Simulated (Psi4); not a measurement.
C$_{2}$H$_{8}$AlAs, singlet, geometry from GFN2-xTB (such geometries of metal compounds can be far from the true shape); CAM-B3LYP/def2-TZVPPD in Psi4.

Here is a job for Psi4.
```
memory 2 GB

molecule mol {
0 1
Al   -0.856822    0.244639    0.410274
As    1.230487   -0.313190   -0.693364
H     0.966491   -1.686031   -0.105766
H     1.833572    0.091543    0.638303
C    -1.237340   -0.519971    2.217068
H    -2.013277   -1.294975    2.181532
H    -1.611740    0.241746    2.911269
H    -0.363106   -0.980059    2.695124
C    -2.220681    1.459242   -0.397447
H    -3.230970    1.036510   -0.355625
H    -2.018856    1.685564   -1.452960
H    -2.281383    2.425052    0.117840
}

set {
  basis def2-tzvppd
  reference rks
}

energy('cam-b3lyp')
print_variables()
```

Output, abridged:

```
   => Loading Basis Set <=

    Name: DEF2-TZVPPD
    Role: ORBITAL
    Keyword: BASIS

         ---------------------------------------------------------
                                   SCF
               by Justin Turney, Rob Parrish, Andy Simmonett
                          and Daniel G. A. Smith
                              RKS Reference
         ---------------------------------------------------------

  ==> Geometry <==

    Molecular point group: c1
    Full point group: C1

    Geometry (in Angstrom), charge = 0, multiplicity = 1:

       Center              X                  Y                   Z               Mass
    ------------   -----------------  -----------------  -----------------  -----------------
         AL          -0.997066242311     0.274956205262     0.502544356751    26.981538530000
         AS           1.090242757689    -0.282872794738    -0.601093643249    74.921594570000
         H            0.826246757689    -1.655713794738    -0.013495643249     1.007825032230
         H            1.693327757689     0.121860205262     0.730573356751     1.007825032230
         C           -1.377584242311    -0.489653794738     2.309338356751    12.000000000000
         H           -2.153521242311    -1.264657794738     2.273802356751     1.007825032230
         H           -1.751984242311     0.272063205262     3.003539356751     1.007825032230
         H           -0.503350242311    -0.949741794738     2.787394356751     1.007825032230
         C           -2.360925242311     1.489559205262    -0.305176643249    12.000000000000
         H           -3.371214242311     1.066827205262    -0.263354643249     1.007825032230
         H           -2.159100242311     1.715881205262    -1.360689643249     1.007825032230
         H           -2.421627242311     2.455369205262     0.210110356751     1.007825032230

  Running in c1 symmetry.

  Rotational constants: A =      0.16129  B =      0.05322  C =      0.04105 [cm^-1]
  Rotational constants: A =   4835.40659  B =   1595.44057  C =   1230.76264 [MHz]
  Nuclear repulsion =  293.245848669366922

  Charge       = 0
  Multiplicity = 1
  Electrons    = 66
  Nalpha       = 33
  Nbeta        = 33

  ==> Algorithm <==

  SCF Algorithm Type is DF.
  DIIS enabled.
  MOM disabled.
  Fractional occupation disabled.
  Guess Type is SAD.
  Energy threshold   = 1.00e-06
  Density threshold  = 1.00e-06
  Integral threshold = 1.00e-12

  ==> Primary Basis <==

  Basis Set: DEF2-TZVPPD
[...]
   @DF-RKS iter   3: -2559.44873773017798   -2.33167e+00   5.98020e-04 ADIIS/DIIS
   @DF-RKS iter   4: -2559.45890527176471   -1.01675e-02   3.88328e-04 ADIIS/DIIS
   @DF-RKS iter   5: -2559.46564690759169   -6.74164e-03   4.50085e-05 DIIS
   @DF-RKS iter   6: -2559.46573878086429   -9.18733e-05   6.11283e-06 DIIS
   @DF-RKS iter   7: -2559.46574250404728   -3.72318e-06   2.25155e-06 DIIS
   @DF-RKS iter   8: -2559.46574286167788   -3.57631e-07   4.80846e-07 DIIS
  Energy and wave function converged.

  ==> Post-Iterations <==

   Electrons on quadrature grid:
      Ntotal   =   66.0000000182 ; deviation = 1.819e-08

    Orbital Energies [Eh]
    ---------------------

    Doubly Occupied:

[...]
    Virtual:

[...]
    Final Occupation by Irrep:
              A
    DOCC [    33 ]
    NA   [    33 ]
    NB   [    33 ]

  @DF-RKS Final Energy: -2559.46574286167788

   => Energetics <=

    Nuclear Repulsion Energy =            293.2458486693669215
    One-Electron Energy =               -4144.3077396298886015
    Two-Electron Energy =                1380.5377868474513434
    DFT Exchange-Correlation Energy =     -88.9416387486071471
    Empirical Dispersion Energy =           0.0000000000000000
    VV10 Nonlocal Energy =                  0.0000000000000000
    Total Energy =                      -2559.4657428616774268

Computation Completed

Properties will be evaluated at   0.000000,   0.000000,   0.000000 [a0]

Properties computed using the SCF density matrix

 Multipole Moments:

 ------------------------------------------------------------------------------------
     Multipole            Electronic (a.u.)      Nuclear  (a.u.)        Total (a.u.)
 ------------------------------------------------------------------------------------

 L = 1.  Multiply by 2.5417464519 to convert [e a0] to [Debye]
 Dipole X            :         17.1586905          -17.4915507           -0.3328601
 Dipole Y            :         -3.7097117            3.7812447            0.0715331
 Dipole Z            :        -11.3146916           11.5081232            0.1934317
 Magnitude           :                                                    0.3915720

 ------------------------------------------------------------------------------------

  Variable Map:
  ----------------------------------------------------------------------------
[...]
  Array Variable Map:
  ----------------------------------------------------------------------------
[...]
[...]
```
